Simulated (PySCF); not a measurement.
Zn(OH)(OSiH3) (H4O2SiZn), SMILES [SiH3][O][Zn][OH]. Geometry optimised at PBE-D3(BJ)/def2-SVP. The structure was generated by enumeration; whether it is a known compound was not checked. One conformer was computed; it need not be the lowest.

Give the equilibrium geometry at PBE-D3(BJ)/def2-SVP (PySCF confirms it by a frequency run) as Cartesian coordinates in Å. (An estimate is asked for; the answer gives what the named calculation found.)

One answer among several that fit: 
```xyz
8

Zn     0.4125     0.1228     0.7048
O      0.8141     0.7331     2.3227
H      1.4846     1.4403     2.2792
O     -0.0049    -0.6679    -0.8302
Si    -1.1318    -0.3489    -2.0106
H     -2.5488    -0.4140    -1.4865
H     -0.9905    -1.3696    -3.1072
H     -0.9497     1.0233    -2.6214
```
